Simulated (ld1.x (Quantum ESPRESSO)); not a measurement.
Reading a pseudo-wave (gadolinium)

Columns: radius, all-electron u(r) and pseudo u(r) of the 4f shell (level -7.96 eV) of gadolinium in the configuration [Kr] 4d10 4f7 5s2 5p6 5d1.5 6s1.5 6p0; PBEsol, scalar-relativistic, TM scheme, ld1.x (Quantum ESPRESSO) 7.5.

| r (bohr) | all-electron | pseudo |
| --- | --- | --- |
| 0.123 | 0.1321 | 0.0147 |
| 0.245 | 0.5495 | 0.1805 |
| 0.368 | 0.9011 | 0.5992 |
| 0.490 | 1.0611 | 1.0402 |
| 0.613 | 1.0768 | 1.2259 |
| 0.735 | 1.0155 | 1.1521 |
| 0.858 | 0.9213 | 0.9838 |
| 0.980 | 0.8199 | 0.8344 |
| 1.103 | 0.7211 | 0.7220 |
| 1.225 | 0.6312 | 0.6312 |
| 1.348 | 0.5501 | 0.5501 |
| 1.470 | 0.4793 | 0.4793 |
| 1.593 | 0.4170 | 0.4170 |
| 1.715 | 0.3634 | 0.3634 |
| 1.838 | 0.3166 | 0.3166 |
| 1.960 | 0.2764 | 0.2764 |
| 2.083 | 0.2414 | 0.2414 |
| 2.205 | 0.2114 | 0.2114 |
| 2.328 | 0.1853 | 0.1853 |
| 2.450 | 0.1629 | 0.1629 |
| 2.573 | 0.1433 | 0.1433 |
| 2.695 | 0.1264 | 0.1264 |
| 2.818 | 0.1116 | 0.1116 |
| 2.940 | 0.0988 | 0.0988 |
| 3.063 | 0.0876 | 0.0876 |
| 3.185 | 0.0779 | 0.0779 |

Q: How many radial nodes do the two functions have?

A: The all-electron 4f function has n − l − 1 = 0; the pseudo-wave has 0.

Q: At about which radius was the pseudo-wave matched?

A: 1.25 bohr, where the columns begin to agree (steps of 0.12 bohr).

Q: Is the pseudo-wave norm-conserving?

A: Yes: the TM scheme keeps the norm inside the radius equal to the all-electron one, which fixes the energy derivative of the logarithmic derivative at the level.
